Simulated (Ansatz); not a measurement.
Input file for H₆O₄SiTi (`[OH][Ti]([OH])([OH])[O][SiH3]`):

```yaml
crystal:
  periodic: [false, false, false]
  atoms:
    - {symbol: O, position_ang: [-1.764299, -1.468099, -0.332013]}
    - {symbol: Ti, position_ang: [-0.596316, -0.484180, 0.612994]}
    - {symbol: O, position_ang: [0.335854, -1.558609, 1.709300]}
    - {symbol: O, position_ang: [-1.495595, 0.724191, 1.590635]}
    - {symbol: O, position_ang: [0.529839, 0.360707, -0.507591]}
    - {symbol: Si, position_ang: [1.520322, 1.169096, -1.519693]}
    - {symbol: H, position_ang: [-2.719587, -1.425936, -0.387018]}
    - {symbol: H, position_ang: [0.303803, -2.507465, 1.835382]}
    - {symbol: H, position_ang: [-1.523828, 0.872899, 2.536324]}
    - {symbol: H, position_ang: [1.343426, 2.635022, -1.341323]}
    - {symbol: H, position_ang: [1.207378, 0.812121, -2.929194]}
    - {symbol: H, position_ang: [2.936105, 0.815053, -1.233803]}
basis:
  gaussian: {orbitals: def2-SVP}
correlation: {method: ccsd_t}
```

```sh
$ ansatz run in.yaml --threads 4 --pin off --events-out ev --progress --plain --max-ram 11315MiB
```

Output of Ansatz, abridged:

```
Functional definition: HF
1338 factors; integrals over basis functions are off by at most 1.1e-3 eV
mean field evaluation 1: about -39175.0473 eV, gradient 7.7e1 eV
mean field evaluation 2: about -39175.1399 eV, gradient 7.7e1 eV
mean field evaluation 4: about -39186.4190 eV, gradient 7.2e0 eV
mean field evaluation 8: about -39186.5909 eV, gradient 6.7e-1 eV
mean field evaluation 16: about -39186.5925 eV, gradient 1.4e-6 eV
mean field -39186.59252963 eV, -1440.0807138374 hartree, gradient 1.4e-6 eV, S^2 0.000000; 0 other end points of the search recorded, 0 dependent functions left out
14 core orbitals not correlated: weight in the atoms' cores, before any rotation towards them, 1.000 or more for the frozen orbitals, at most 0.000 for the correlated occupied ones
reference -39186.59252963 eV, -1440.0807138374 hartree; 23, 23 occupied and 98, 98 virtual orbitals, 1338 factors
second order -31.74841407 eV of doubles, -0.00000000 eV of singles
cycle   1  -31.00653670 eV  change    7.4e-1 eV  update   2.4e-1
cycle   2  -32.10451594 eV  change    -1.1e0 eV  update   1.4e-1
cycle   3  -32.43010088 eV  change   -3.3e-1 eV  update   4.6e-2
cycle   4  -32.44838720 eV  change   -1.8e-2 eV  update   1.3e-2
cycle   5  -32.43063228 eV  change    1.8e-2 eV  update   5.1e-3
cycle   6  -32.42967664 eV  change    9.6e-4 eV  update   2.0e-3
cycle   7  -32.43064683 eV  change   -9.7e-4 eV  update   1.1e-3
cycle   8  -32.43033815 eV  change    3.1e-4 eV  update   3.5e-4
cycle   9  -32.43032488 eV  change    1.3e-5 eV  update   1.4e-4
cycle  10  -32.43055361 eV  change   -2.3e-4 eV  update   6.6e-5
cycle  11  -32.43044746 eV  change    1.1e-4 eV  update   3.3e-5
cycle  12  -32.43041261 eV  change    3.5e-5 eV  update   1.4e-5
perturbative correction -1.17414007 eV, -0.0431488518 hartree
Total energy: -39220.19708231 eV, -1441.3156583706 hartree
```

Run time 25 s (4 threads of an Arm Neoverse V2 on a shared host); peak host memory 1 GiB.

The correlation energy is -33.605 eV, 3.5 % of it from (T); the T1 diagnostic reads 0.0206.
